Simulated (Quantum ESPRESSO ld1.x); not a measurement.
Problem. Cl10+, 7 electrons, occupied as [He] 2s2 2p3. Method: scalar-relativistic Kohn-Sham, LDA (Slater exchange, VWN5 correlation), spin-polarised, spherical densities, point nucleus; open shells are filled with parallel spins first; computed with ld1.x of Quantum ESPRESSO 7.5. Some entries of the table are withheld. Estimate them.

| orbital | occ. | eigenvalue (hartree) | <r> (bohr) | <1/r> (bohr^-1) |
|---|---|---|---|---|
| 1s up | 1 | -114.286 | 0.09103 | 16.65 |
| 1s down | 1 | -113.923 | 0.09078 | 16.69 |
| 2s up | 1 | -20.1968 | 0.4094 | 3.612 |
| 2s down | 1 | -19.5946 | 0.4144 | 3.556 |
| 2p up | 3 | (1) | 0.3606 | 3.535 |
| 2p down | 0 | (2) | 0.3667 | 3.488 |
| 3s up | 0 | -7.45644 | 1.027 | 1.419 |
| 3s down | 0 | -7.32716 | 1.042 | 1.397 |
| 3p up | 0 | (3) | 1.009 | (4) |
| 3p down | 0 | (5) | 1.028 | (6) |
| 3d up | 0 | -6.28772 | 0.9085 | 1.301 |
| 3d down | 0 | -6.12672 | 0.9356 | 1.262 |

Solution. 
(1) 2p up eigenvalue (hartree): -18.4158
(2) 2p down eigenvalue (hartree): -17.7096
(3) 3p up eigenvalue (hartree): -6.92929
(4) 3p up <1/r> (bohr^-1): 1.378
(5) 3p down eigenvalue (hartree): -6.78629
(6) 3p down <1/r> (bohr^-1): 1.356
